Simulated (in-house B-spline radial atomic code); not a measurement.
Successive ionisation energies of cadmium; each step leads to the configuration of the next row (after the last: bare). NIST's values go from ground level to ground level; the uncertainty of those that are theory runs from under 0.1 % in few-electron ions to several per cent in heavy many-electron ones. Computed with an all-electron radial atomic-structure program (B-spline basis): non-relativistic Hartree-Fock, average of the configuration, point nuclei.

This level leaves out relativity, spin-orbit splitting included, which matters for heavy ions.

```
  ion  configuration  ionisation energy (eV)  tabulated value (eV)    tabulated kind  computed minus tabulated (eV)  highest orbital  largest mean radius (bohr)
Cd33+   [Ne] 3s2 3p3                  2062.7                  2091    semi-empirical                            -28               3p                     0.32937
Cd34+   [Ne] 3s2 3p2                  2136.6                  2195    semi-empirical                            -58               3p                     0.32737
Cd35+   [Ne] 3s2 3p1                  2211.3                  2250    semi-empirical                            -39               3p                      0.3254
Cd36+       [Ne] 3s2                  2351.7                  2427    semi-empirical                            -75               3s                     0.32345
Cd37+       [Ne] 3s1                  2427.3               2498.62    semi-empirical                            -71               3s                      0.3213
Cd38+   [He] 2s2 2p6                  5818.2                  5839    semi-empirical                            -21               2p                     0.13421
Cd39+   [He] 2s2 2p5                  6021.8                  6039    semi-empirical                            -17               2p                     0.13333
Cd40+   [He] 2s2 2p4                  6228.3                  6257    semi-empirical                            -29               2p                     0.13246
Cd41+   [He] 2s2 2p3                  6437.5                  6460    semi-empirical                            -22               2p                     0.13161
Cd42+   [He] 2s2 2p2                  6649.6                  6869    semi-empirical                           -219               2p                     0.13076
Cd43+   [He] 2s2 2p1                  6864.4                  7109    semi-empirical                           -245               2p                     0.12992
Cd44+       [He] 2s2                  7133.2                  7414    semi-empirical                           -281               2s                      0.1291
Cd45+       [He] 2s1                  7323.9               7607.95  tabulated theory                           -284               2s                     0.12833
Cd46+            1s2                 30534.2              31451.07  tabulated theory                           -917               1s                    0.031496
Cd47+            1s1                 31347.5              32341.59  tabulated theory                           -994               1s                     0.03125
```

**Question.** Where is the largest jump?

**Answer.** From Cd45+ to Cd46+, by a factor of 4.17 (7323.9 to 30534 eV); the highest orbital goes from 2s to 1s.

**Question.** How far is this level of theory from the measured and semi-empirical values?

**Answer.** Over those 12 rows the differences run from -281 to -17.2 eV (mean absolute value 92 eV). The calculation leaves out relativity, correlation and, in open shells, the multiplet splittings that an average leaves out.
